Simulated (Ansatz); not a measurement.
Input file for C₃H₄AlF, SMILES `[CH3][Al]1[CH]=[C]1F`:

```yaml
crystal:
  periodic: [false, false, false]
  atoms:
    - {symbol: C, position_ang: [-1.314581, -0.873399, -1.104518]}
    - {symbol: Al, position_ang: [0.020586, -0.006524, -0.001502]}
    - {symbol: C, position_ang: [1.206201, 0.220630, 1.426931]}
    - {symbol: C, position_ang: [1.212020, 1.288381, 0.589153]}
    - {symbol: F, position_ang: [1.946044, 2.396177, 0.705628]}
    - {symbol: H, position_ang: [-1.228033, -1.960875, -1.046445]}
    - {symbol: H, position_ang: [-2.319408, -0.600062, -0.770472]}
    - {symbol: H, position_ang: [-1.218296, -0.574072, -2.150540]}
    - {symbol: H, position_ang: [1.783968, 0.063445, 2.334765]}
basis:
  gaussian: {orbitals: def2-SVP}
correlation: {method: ccsd_t}
```

```sh
$ ansatz run in.yaml --threads 2 --pin off --events-out ev --progress --plain --max-ram 4352MiB
```

Output of Ansatz, abridged:

```
Functional definition: HF
935 factors; integrals over basis functions are off by at most 1.4e-3 eV
mean field evaluation 1: about -12431.6173 eV, gradient 3.3e1 eV
mean field evaluation 2: about -12431.7047 eV, gradient 3.3e1 eV
mean field evaluation 4: about -12434.7480 eV, gradient 3.5e0 eV
mean field evaluation 8: about -12434.8111 eV, gradient 3.3e-1 eV
mean field -12434.81194527 eV, -456.9709103705 hartree, gradient 1.3e-6 eV, S^2 0.000000; 0 other end points of the search recorded, 0 dependent functions left out
9 core orbitals not correlated: weight in the atoms' cores, before any rotation towards them, 1.000 or more for the frozen orbitals, at most 0.000 for the correlated occupied ones
reference -12434.81194527 eV, -456.9709103705 hartree; 13, 13 occupied and 72, 72 virtual orbitals, 935 factors
second order -17.35497450 eV of doubles, -0.00000000 eV of singles
cycle   1  -17.76755843 eV  change   -4.1e-1 eV  update   1.0e-1
cycle   2  -18.22065524 eV  change   -4.5e-1 eV  update   3.2e-2
cycle   3  -18.34140566 eV  change   -1.2e-1 eV  update   1.8e-2
cycle   4  -18.34123781 eV  change    1.7e-4 eV  update   5.0e-3
cycle   5  -18.33889668 eV  change    2.3e-3 eV  update   2.4e-3
cycle   6  -18.33880612 eV  change    9.1e-5 eV  update   7.7e-4
cycle   7  -18.33870947 eV  change    9.7e-5 eV  update   3.4e-4
cycle   8  -18.33867167 eV  change    3.8e-5 eV  update   1.1e-4
cycle   9  -18.33869979 eV  change   -2.8e-5 eV  update   4.5e-5
cycle  10  -18.33871079 eV  change   -1.1e-5 eV  update   1.7e-5
perturbative correction -0.61243454 eV, -0.0225065541 hartree
Total energy: -12453.76309060 eV, -457.6673521157 hartree
```

Hardware: 2 threads of an Arm Neoverse V2 on a shared host. Wall time 5.5 s, peak host memory 0.34 GiB.

Correlation energy per correlated electron: -0.729 eV. T1 diagnostic: 0.0144.
